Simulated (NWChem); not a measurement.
Everything below was run with NWChem. System: CH₇InS, charge 0, spin multiplicity 1, at a geometry optimised with B3LYP/def2-SVP with def2 effective core potentials on In. The structure started from a generated list of species. Level: M06-2X/def2-TZVP with def2 effective core potentials on In.

Input file:

```
start mol
memory heap 200 mb stack 800 mb global 1000 mb
geometry units angstroms nocenter noautoz
  In     0.498263     0.509201     0.000000
  H      1.342251     0.269129     1.511344
  H      1.342251     0.269129    -1.511344
  C     -1.436446     1.553439     0.000000
  H     -2.025383     1.308215    -0.897262
  H     -1.259133     2.641362     0.000000
  H     -2.025383     1.308215     0.897262
  S     -0.630419    -2.248703     0.000000
  H     -1.542066    -2.044144     0.979061
  H     -1.542066    -2.044144    -0.979061
  symmetry group Cs
end
basis spherical
  * library def2-tzvp
end
ecp
  In library def2-ecp
end
dft
  xc m06-2x
  semidirect memsize 60000000 filesize 0
  iterations 100
  grid fine
end
task dft energy
```

NWChem printed:

```
             Northwest Computational Chemistry Package (NWChem) 7.3.0
             --------------------------------------------------------

                                NWChem Input Module
                                -------------------

 Scaling coordinates for geometry "geometry" by  1.889725989
 (inverse scale =  0.529177249)

 Turning off AUTOSYM since
 SYMMETRY directive was detected!

                             Geometry "geometry" -> ""
                             -------------------------

 Output coordinates in angstroms (scale by  1.889725989 to convert to a.u.)

  No.       Tag          Charge          X              Y              Z
 ---- ---------------- ---------- -------------- -------------- --------------
    1 In                  49.0000     0.49826300     0.50920100     0.00000000
    2 H                    1.0000     1.34225100     0.26912900     1.51134400
    3 H                    1.0000     1.34225100     0.26912900    -1.51134400
    4 C                    6.0000    -1.43644600     1.55343900     0.00000000
    5 H                    1.0000    -2.02538300     1.30821500    -0.89726200
    6 H                    1.0000    -1.25913300     2.64136200     0.00000000
    7 H                    1.0000    -2.02538300     1.30821500     0.89726200
    8 S                   16.0000    -0.63041900    -2.24870300     0.00000000
    9 H                    1.0000    -1.54206600    -2.04414400     0.97906100
   10 H                    1.0000    -1.54206600    -2.04414400    -0.97906100

 Effective nuclear repulsion energy (a.u.)     334.8952110153

            Nuclear Dipole moment (a.u.)
            ----------------------------
        X                 Y               Z
 ---------------- ---------------- ----------------
    -0.0000415740    -0.0000056692     0.0000000000

      Symmetry information
      --------------------

 Group name             Cs
 Group number              2
 Group order               2
 No. of unique centers     7

      Symmetry unique atoms

     1    2    4    5    6    8    9


 Summary of "ao basis" -> "" (spherical)
 ------------------------------------------------------------------------------
       Tag                 Description            Shells   Functions and Types
 ---------------- ------------------------------  ------  ---------------------
 *                         def2-tzvp                  on all atoms

                                 NWChem DFT Module
                                 -----------------

 Summary of "ao basis" -> "ao basis" (spherical)
 ------------------------------------------------------------------------------
       Tag                 Description            Shells   Functions and Types
 ---------------- ------------------------------  ------  ---------------------
 In                        def2-tzvp                16       50   6s5p3d2f
 H                         def2-tzvp                 4        6   3s1p
 C                         def2-tzvp                11       31   5s3p2d1f
 S                         def2-tzvp                13       37   5s5p2d1f

 Summary of "ao basis" -> "ao basis" (spherical)
 ------------------------------------------------------------------------------
       Tag                 Description            Shells   Functions and Types
 ---------------- ------------------------------  ------  ---------------------
 In                        def2-tzvp                16       50   6s5p3d2f
 H                         def2-tzvp                 4        6   3s1p
 C                         def2-tzvp                11       31   5s3p2d1f
 S                         def2-tzvp                13       37   5s5p2d1f

      Symmetry analysis of basis
      --------------------------

        a'        102
        a"         58

            General Information
            -------------------
          SCF calculation type: DFT
          Wavefunction type:  closed shell.
          No. of atoms     :    10
          No. of electrons :    50
           Alpha electrons :    25
            Beta electrons :    25
          Charge           :     0
          Spin multiplicity:     1
          Use of symmetry is: on ; symmetry adaption is: on
          Maximum number of iterations: 100
          AO basis - number of functions:   160
                     number of shells:    68
          Convergence on energy requested:  1.00D-06
          Convergence on density requested:  1.00D-05
          Convergence on gradient requested:  5.00D-04

              XC Information
              --------------
                       M06-2X Method XC Functional
                     Hartree-Fock (Exact) Exchange  0.540
                        M06-2X Exchange Functional  1.000
                      M06-2X Correlation Potential  1.000

             Grid Information
             ----------------
          Grid used for XC integration:  fine
          Radial quadrature: Mura-Knowles
          Angular quadrature: Lebedev.
          Tag              B.-S. Rad. Rad. Pts. Rad. Cut. Ang. Pts.
          ---              ---------- --------- --------- ---------
          In                  1.55      141          11.0       974
          H                   0.35       60          13.0       590
          C                   0.70       70          11.0       590
          S                   1.00      123          13.0       770
          Grid pruning is: on
          Number of quadrature shells:   574
          Spatial weights used:  Erf1

          Convergence Information
          -----------------------
          Convergence aids based upon iterative change in
          total energy or number of iterations.
          Levelshifting, if invoked, occurs when the
          HOMO/LUMO gap drops below (HL_TOL):  1.00D-02
          DIIS, if invoked, will attempt to extrapolate
          using up to (NFOCK): 10 stored Fock matrices.

                    Damping( 0%)  Levelshifting(0.5)       DIIS
                  --------------- ------------------- ---------------
          dE  on:    start            ASAP                start
          dE off:    2 iters        100 iters           100 iters

      Screening Tolerance Information
      -------------------------------
          Density screening/tol_rho:  1.00D-10
          AO Gaussian exp screening on grid/accAOfunc:  14
          CD Gaussian exp screening on grid/accCDfunc:  20
          XC Gaussian exp screening on grid/accXCfunc:  20
          Schwarz screening/accCoul:  1.00D-08

      Superposition of Atomic Density Guess
      -------------------------------------

 Sum of atomic energies:        -656.70891377

      Non-variational initial energy
      ------------------------------

 Total energy =    -628.717992
 1-e energy   =   -1283.000596
 2-e energy   =     480.987634
 HOMO         =      -0.310085
 LUMO         =       0.016724

      Symmetry analysis of molecular orbitals - initial
      -------------------------------------------------

  Numbering of irreducible representations:

     1 a'          2 a"

  Orbital symmetries:

     1 a'          2 a'          3 a'          4 a"          5 a'
     6 a'          7 a'          8 a"          9 a'         10 a'
    11 a'         12 a'         13 a"         14 a'         15 a'
    16 a"         17 a'         18 a'         19 a"         20 a"
    21 a'         22 a'         23 a'         24 a"         25 a'
    26 a'         27 a'         28 a"         29 a'         30 a'
    31 a"         32 a'         33 a'         34 a"         35 a"

------------------------------------------------------------
EAF file 0: "./mol.aoints.0" size=524288 bytes
------------------------------------------------------------
               write      read    awrite     aread      wait
               -----      ----    ------     -----      ----
     calls:        1         0         0         0         0
   data(b): 5.24e+05  0.00e+00  0.00e+00  0.00e+00
   time(s): 0.00e+00  0.00e+00  0.00e+00  0.00e+00  0.00e+00
rate(mb/s): 0.00e+00  0.00e+00
------------------------------------------------------------

 Grid integrated density:      50.000009652039
 Requested integration accuracy:   0.10E-06

   convergence    iter        energy       DeltaE   RMS-Dens  Diis-err    time
 ---------------- ----- ----------------- --------- --------- ---------  ------
 d= 0,ls=0.0,diis     1   -630.4768850085 -8.04D+02  1.42D-02  5.89D-01     9.4
 Grid integrated density:      50.000010431451
 Requested integration accuracy:   0.10E-06
 d= 0,ls=0.0,diis     2   -630.5106678100 -3.38D-02  1.70D-03  7.14D-02    11.9
 Grid integrated density:      50.000008206603
 Requested integration accuracy:   0.10E-06
 d= 0,ls=0.0,diis     3   -630.5146543819 -3.99D-03  8.08D-04  3.49D-02    14.2
 Grid integrated density:      50.000008485389
 Requested integration accuracy:   0.10E-06
 d= 0,ls=0.0,diis     4   -630.5188998464 -4.25D-03  2.28D-04  5.69D-04    16.5
 Grid integrated density:      50.000008475060
 Requested integration accuracy:   0.10E-06
 d= 0,ls=0.0,diis     5   -630.5189878718 -8.80D-05  1.45D-04  2.71D-05    19.0
 Grid integrated density:      50.000008464389
 Requested integration accuracy:   0.10E-06
  Resetting Diis
 d= 0,ls=0.0,diis     6   -630.5189936242 -5.75D-06  7.71D-06  1.33D-06    21.6
 Grid integrated density:      50.000008466730
 Requested integration accuracy:   0.10E-06
 d= 0,ls=0.0,diis     7   -630.5189937683 -1.44D-07  4.00D-06  1.33D-07    24.0

         Total DFT energy =     -630.518993768333
      One electron energy =    -1285.674018442795
           Coulomb energy =      532.147045110365
    Exchange-Corr. energy =      -50.286989877899
 Nuclear repulsion energy =      173.294969441996

 Numeric. integr. density =       50.000008466730

     Total iterative time =     22.4s

                  Occupations of the irreducible representations
                  ----------------------------------------------

                     irrep           alpha         beta
                     --------     --------     --------
                     a'               18.0         18.0
                     a"                7.0          7.0

                       DFT Final Molecular Orbital Analysis
                       ------------------------------------

 Vector   23  Occ=2.000000D+00  E=-3.589809D-01  Symmetry=a'
              MO Center= -4.0D-01, -1.7D+00,  9.3D-19, r^2= 3.6D+00
   Bfn.  Coefficient  Atom+Function         Bfn.  Coefficient  Atom+Function
  ----- ------------  ---------------      ----- ------------  ---------------
   127      0.469560   8 S  py              130      0.340823   8 S  py
   124      0.220278   8 S  py                2     -0.184373   1 In s
     5     -0.182877   1 In s               118     -0.172797   8 S  py
     1      0.135803   1 In s                 3      0.111343   1 In s
   126      0.102054   8 S  px               16     -0.085139   1 In px

 Vector   24  Occ=2.000000D+00  E=-3.152216D-01  Symmetry=a"
              MO Center=  1.1D+00,  3.3D-01, -1.2D-13, r^2= 3.3D+00
   Bfn.  Coefficient  Atom+Function         Bfn.  Coefficient  Atom+Function
  ----- ------------  ---------------      ----- ------------  ---------------
    18     -0.231669   1 In pz               52     -0.228050   2 H  s
    58      0.228050   3 H  s                12      0.225535   1 In pz
    15     -0.206236   1 In pz               53     -0.169315   2 H  s
    59      0.169315   3 H  s                25     -0.146563   1 In d  1
    51     -0.137539   2 H  s                57      0.137539   3 H  s

 Vector   25  Occ=2.000000D+00  E=-3.007012D-01  Symmetry=a'
              MO Center= -4.3D-01,  1.0D+00,  1.2D-13, r^2= 3.5D+00
   Bfn.  Coefficient  Atom+Function         Bfn.  Coefficient  Atom+Function
  ----- ------------  ---------------      ----- ------------  ---------------
    68      0.255720   4 C  px               71      0.236269   4 C  px
    10      0.199143   1 In px               13     -0.179560   1 In px
    16     -0.175848   1 In px               74      0.166023   4 C  px
    69     -0.147075   4 C  py               72     -0.133061   4 C  py
    52     -0.115901   2 H  s                58     -0.115901   3 H  s

 Vector   26  Occ=0.000000D+00  E=-2.399524D-03  Symmetry=a'
              MO Center=  5.2D-01,  3.7D-01, -1.7D-14, r^2= 9.3D+00
   Bfn.  Coefficient  Atom+Function         Bfn.  Coefficient  Atom+Function
  ----- ------------  ---------------      ----- ------------  ---------------
    20      0.774292   1 In py              116      0.541509   8 S  s
    19      0.335655   1 In px              130      0.205569   8 S  py
    17      0.202857   1 In py               67      0.195314   4 C  s
   115      0.187568   8 S  s                14      0.181715   1 In py
    11     -0.178486   1 In py              151     -0.150648   9 H  s

 Vector   27  Occ=0.000000D+00  E= 2.102085D-02  Symmetry=a"
              MO Center= -9.5D-01, -2.1D+00, -1.1D-11, r^2= 3.4D+00
   Bfn.  Coefficient  Atom+Function         Bfn.  Coefficient  Atom+Function
  ----- ------------  ---------------      ----- ------------  ---------------
   131      1.017825   8 S  pz              151     -0.995253   9 H  s
   157      0.995253  10 H  s               128      0.278359   8 S  pz
   150     -0.202204   9 H  s               156      0.202204  10 H  s
    96      0.185093   5 H  s               108     -0.185093   7 H  s
    76      0.179107   4 C  pz              125      0.170461   8 S  pz

 Vector   28  Occ=0.000000D+00  E= 2.787681D-02  Symmetry=a'
              MO Center= -5.2D-01,  2.8D-01,  1.3D-11, r^2= 1.2D+01
   Bfn.  Coefficient  Atom+Function         Bfn.  Coefficient  Atom+Function
  ----- ------------  ---------------      ----- ------------  ---------------
    67      2.412470   4 C  s                 6     -1.099411   1 In s
    19      0.846766   1 In px              116      0.587371   8 S  s
    20     -0.524245   1 In py              151     -0.516944   9 H  s
   157     -0.516944  10 H  s               129     -0.476165   8 S  px
    96     -0.442915   5 H  s               108     -0.442915   7 H  s

 center of mass
 --------------
 x =   0.16063779 y =   0.07944692 z =   0.00000000

 moments of inertia (a.u.)
 ------------------
         883.260761093224        -162.471024921742           0.000000000000
        -162.471024921742         325.841174083947           0.000000000000
           0.000000000000           0.000000000000        1150.829675391284

     Multipole analysis of the density
     ---------------------------------

     L   x y z        total         alpha         beta         nuclear
     -   - - -        -----         -----         ----         -------
     0   0 0 0      0.000000    -25.000000    -25.000000     50.000000

     1   1 0 0     -0.883068     12.740614     12.740614    -26.364297
     1   0 1 0     -0.650165     13.146426     13.146426    -26.943016
     1   0 0 1      0.000000      0.000000      0.000000      0.000000

     2   2 0 0    -35.820790    -93.084295    -93.084295    150.347800
     2   1 1 0      3.932842    -21.286991    -21.286991     46.506823
     2   1 0 1      0.000000      0.000000      0.000000      0.000000
     2   0 2 0    -33.588061   -230.579786   -230.579786    427.571510
     2   0 1 1      0.000000      0.000000      0.000000      0.000000
     2   0 0 2    -36.630429    -32.770170    -32.770170     28.909910

 Task  times  cpu:       24.1s     wall:       24.1s

 Total times  cpu:       24.1s     wall:       24.1s
```
